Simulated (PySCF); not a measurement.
CH5BF2O2Si, singlet, at a GFN2-xTB geometry; CASSCF(6,4)/STO-3G run with PySCF.

PySCF was given this input:
```python
from pyscf import gto, scf, mcscf, mp
import numpy

mol = gto.Mole()
mol.atom = '''
    Si    1.306206    0.440368   -0.234471
    F     0.672111    1.896166    0.017924
    F     1.625723   -0.042757    1.257209
    C    -0.002210   -0.646977   -1.035431
    B    -1.372550   -0.740071   -0.175208
    O    -1.892793   -1.921226    0.217080
    O    -2.073760    0.355217    0.169281
    H     2.573064    0.640002   -0.897107
    H    -0.243241   -0.229741   -2.014835
    H     0.407277   -1.639391   -1.224760
    H    -1.408887   -2.709854   -0.018220
    H    -1.687172    1.203435   -0.040939
'''
mol.basis = 'sto-3g'
mol.charge = 0
mol.spin = 0
mol.verbose = 4
mol.build()

mf = scf.RHF(mol)
mf.kernel()
mc = mcscf.CASSCF(mf, 4, 6)
mc.fix_spin_(ss=0.0)
noons, natorbs = mcscf.addons.make_natural_orbitals(mp.MP2(mf).run())
mc.kernel(natorbs)
occ = numpy.linalg.eigvalsh(mc.fcisolver.make_rdm1(mc.ci, mc.ncas, mc.nelecas))[::-1]
ss = mc.fcisolver.spin_square(mc.ci, mc.ncas, mc.nelecas)[0]
print('natural occupations', occ.round(4), ' <S^2>', round(ss, 4))
```

What does PySCF print? Leave out banner, timings and long lists.


```
PySCF version 2.14.0

[INPUT] verbose = 4
[INPUT] num. atoms = 12
[INPUT] num. electrons = 64
[INPUT] charge = 0
[INPUT] spin (= nelec alpha-beta = 2S) = 0
[INPUT] symmetry False subgroup None
[INPUT] Mole.unit = angstrom
[INPUT] Symbol           X                Y                Z      unit          X                Y                Z       unit  Magmom
[...]
nuclear repulsion = 383.497686327429
number of shells = 28
number of NR pGTOs = 132
number of NR cGTOs = 44
basis = sto-3g
ecp = {}

******** <class 'pyscf.scf.hf.RHF'> ********
method = RHF
initial guess = minao
damping factor = 0
level_shift factor = 0
DIIS = <class 'pyscf.scf.diis.CDIIS'>
diis_start_cycle = 1
diis_space = 8
diis_damp = 0
SCF conv_tol = 1e-09
SCF conv_tol_grad = None
SCF max_cycles = 50
direct_scf = True
direct_scf_tol = 1e-13
Set gradient conv threshold to 3.16228e-05
Initial guess from minao.
init E= -694.925799897589
[...]
cycle= 1 E= -694.0197745655  delta_E= 0.906  |g|= 0.698  |ddm|= 4.13
[...]
cycle= 2 E= -694.208394459934  delta_E= -0.189  |g|= 0.193  |ddm|= 1.26
[...]
cycle= 3 E= -694.220570793656  delta_E= -0.0122  |g|= 0.0431  |ddm|= 0.287
[...]
cycle= 4 E= -694.221611724703  delta_E= -0.00104  |g|= 0.011  |ddm|= 0.0931
[...]
cycle= 5 E= -694.22168932779  delta_E= -7.76e-05  |g|= 0.00246  |ddm|= 0.0283
[...]
cycle= 6 E= -694.221693699357  delta_E= -4.37e-06  |g|= 0.000485  |ddm|= 0.00697
[...]
cycle= 7 E= -694.221693835704  delta_E= -1.36e-07  |g|= 6.52e-05  |ddm|= 0.00123
[...]
cycle= 8 E= -694.221693838244  delta_E= -2.54e-09  |g|= 1.47e-05  |ddm|= 0.000154
[...]
cycle= 9 E= -694.221693838396  delta_E= -1.52e-10  |g|= 3.02e-06  |ddm|= 3.85e-05
[...]
Extra cycle  E= -694.221693838402  delta_E= -5.91e-12  |g|= 1.34e-06  |ddm|= 6.48e-06
converged SCF energy = -694.221693838402

******** <class 'pyscf.mp.mp2.RMP2'> ********
nocc = 32, nmo = 44
E(RMP2) = -694.45388723953  E_corr = -0.232193401128452
E(SCS-RMP2) = -694.466475406876  E_corr = -0.244781568474198
E_corr(same-spin) = -0.0390582840922444
E_corr(oppo-spin) = -0.193135117036208

******** <class 'pyscf.mcscf.mc1step.CASSCF'> ********
CAS (3e+3e, 4o), ncore = 29, nvir = 11
max_cycle_macro = 50
max_cycle_micro = 4
conv_tol = 1e-07
conv_tol_grad = None
orbital rotation max_stepsize = 0.02
orbital rotation threshold for CI restart = 0.01
augmented hessian ah_max_cycle = 30
augmented hessian ah_conv_tol = 1e-12
augmented hessian ah_linear dependence = 1e-14
augmented hessian ah_level shift = 1e-08
augmented hessian ah_start_tol = 2.5
augmented hessian ah_start_cycle = 3
augmented hessian ah_grad_trust_region = 3
kf_trust_region = 3
kf_interval = 4
ci_response_space = 4
ci_grad_trust_region = 3
with_dep4 0
natorb = False
canonicalization = True
sorting_mo_energy = False
ao2mo_level = 2
internal_rotation = False
******** <class 'pyscf.fci.addons.SpinPenaltyFCISolver'> ********
max. cycles = 50
conv_tol = 1e-08
davidson only = True
linear dependence = 1e-12
level shift = 0.001
max iter space = 12
nroots = 1
pspace_size = 400
spin = None
CASCI E = -694.221911468874  S^2 = 0.0000000
Set conv_tol_grad to 0.000316228
macro iter   1 ( 21 JK    4 micro), CASSCF E = -694.222039452069  dE = -1.27983196e-04  S^2 = 0.0000000
               |grad[o]|=0.000562  |grad[c]|=0.00352  |ddm|=0.00511  |maxRot[o]|=0.122
macro iter   2 (  7 JK    2 micro), CASSCF E = -694.222128207532  dE = -8.87554634e-05  S^2 = 0.0000000
               |grad[o]|=0.000764  |grad[c]|=0.00506  |ddm|=0.00497  |maxRot[o]|=0.0598
macro iter   3 ( 21 JK    4 micro), CASSCF E = -694.223241790076  dE = -1.11358254e-03  S^2 = 0.0000000
               |grad[o]|=0.00099  |grad[c]|=0.0112  |ddm|=0.00812  |maxRot[o]|=0.267
macro iter   4 ( 21 JK    4 micro), CASSCF E = -694.226854156113  dE = -3.61236604e-03  S^2 = 0.0000000
               |grad[o]|=0.00414  |grad[c]|=0.0105  |ddm|=0.0244  |maxRot[o]|=0.313
macro iter   5 ( 21 JK    4 micro), CASSCF E = -694.231560253109  dE = -4.70609700e-03  S^2 = 0.0000000
[...]
               |grad[o]|=0.000596  |grad[c]|=0.000261  |ddm|=2.37e-05  |maxRot[o]|=0.012
macro iter  33 ( 21 JK    4 micro), CASSCF E = -694.233769848249  dE =  6.31260946e-07  S^2 = 0.0000000
               |grad[o]|=0.000569  |grad[c]|=0.000327  |ddm|=9.75e-05  |maxRot[o]|=0.0379
macro iter  34 ( 25 JK    4 micro), CASSCF E = -694.233772620872  dE = -2.77262313e-06  S^2 = 0.0000000
               |grad[o]|=0.000547  |grad[c]|=0.000196  |ddm|=2.14e-05  |maxRot[o]|=0.00984
macro iter  35 ( 21 JK    4 micro), CASSCF E = -694.233774310293  dE = -1.68942131e-06  S^2 = 0.0000000
               |grad[o]|=0.000522  |grad[c]|=0.00032  |ddm|=7.96e-05  |maxRot[o]|=0.0318
macro iter  36 ( 17 JK    4 micro), CASSCF E = -694.233773594872  dE =  7.15421720e-07  S^2 = 0.0000000
               |grad[o]|=0.000481  |grad[c]|=0.00128  |ddm|=0.000214  |maxRot[o]|=0.0353
macro iter  37 ( 21 JK    4 micro), CASSCF E = -694.233777841155  dE = -4.24628308e-06  S^2 = 0.0000000
               |grad[o]|=0.000457  |grad[c]|=0.000416  |ddm|=1.12e-05  |maxRot[o]|=0.026
macro iter  38 ( 17 JK    4 micro), CASSCF E = -694.233783267116  dE = -5.42596183e-06  S^2 = 0.0000000
               |grad[o]|=0.00043  |grad[c]|=0.00156  |ddm|=0.000251  |maxRot[o]|=0.0207
macro iter  39 (  7 JK    2 micro), CASSCF E = -694.233795850831  dE = -1.25837141e-05  S^2 = 0.0000000
               |grad[o]|=0.000407  |grad[c]|=0.00273  |ddm|=0.000575  |maxRot[o]|=0.0446
macro iter  40 (  7 JK    2 micro), CASSCF E = -694.233811757736  dE = -1.59069051e-05  S^2 = 0.0000000
               |grad[o]|=0.000377  |grad[c]|=0.00362  |ddm|=0.000721  |maxRot[o]|=0.0558
macro iter  41 (  7 JK    2 micro), CASSCF E = -694.233827784235  dE = -1.60264995e-05  S^2 = 0.0000000
               |grad[o]|=0.000349  |grad[c]|=0.00299  |ddm|=0.000703  |maxRot[o]|=0.0625
macro iter  42 (  7 JK    2 micro), CASSCF E = -694.233842632964  dE = -1.48487284e-05  S^2 = 0.0000000
               |grad[o]|=0.000329  |grad[c]|=0.00143  |ddm|=0.000608  |maxRot[o]|=0.0661
macro iter  43 (  7 JK    2 micro), CASSCF E = -694.233856300554  dE = -1.36675908e-05  S^2 = 0.0000000
               |grad[o]|=0.00032  |grad[c]|=0.000369  |ddm|=0.000561  |maxRot[o]|=0.068
macro iter  44 (  7 JK    2 micro), CASSCF E = -694.233868361903  dE = -1.20613489e-05  S^2 = 0.0000000
               |grad[o]|=0.000312  |grad[c]|=0.000824  |ddm|=0.000543  |maxRot[o]|=0.0689
macro iter  45 (  7 JK    2 micro), CASSCF E = -694.233879052658  dE = -1.06907552e-05  S^2 = 0.0000000
               |grad[o]|=0.000305  |grad[c]|=0.00149  |ddm|=0.000577  |maxRot[o]|=0.0694
macro iter  46 (  7 JK    2 micro), CASSCF E = -694.233887979619  dE = -8.92696107e-06  S^2 = 0.0000000
               |grad[o]|=0.00029  |grad[c]|=0.00234  |ddm|=0.000635  |maxRot[o]|=0.0697
macro iter  47 (  7 JK    2 micro), CASSCF E = -694.233895601293  dE = -7.62167326e-06  S^2 = 0.0000000
               |grad[o]|=0.000271  |grad[c]|=0.00272  |ddm|=0.000689  |maxRot[o]|=0.0698
macro iter  48 (  7 JK    2 micro), CASSCF E = -694.233901646145  dE = -6.04485206e-06  S^2 = 0.0000000
               |grad[o]|=0.000239  |grad[c]|=0.00329  |ddm|=0.000759  |maxRot[o]|=0.0698
macro iter  49 (  7 JK    2 micro), CASSCF E = -694.233906349123  dE = -4.70297800e-06  S^2 = 0.0000000
               |grad[o]|=0.000197  |grad[c]|=0.00376  |ddm|=0.000795  |maxRot[o]|=0.0699
macro iter  50 (  7 JK    2 micro), CASSCF E = -694.233909619290  dE = -3.27016721e-06  S^2 = 0.0000000
               |grad[o]|=0.000142  |grad[c]|=0.00448  |ddm|=0.000836  |maxRot[o]|=0.0699
1-step CASSCF not converged,  50 macro (842 JK 170 micro) steps
CASSCF canonicalization
Density matrix diagonal elements [1.99989642 1.98786463 1.99714143 0.01509752]
CASSCF energy = -694.233909619290
CASCI E = -694.233909619290  E(CI) = -9.12609121178389  S^2 = 0.0000000
natural occupations [1.9999 1.9998 1.9853 0.015 ]  <S^2> 0.0
```

Convergence was not reached.
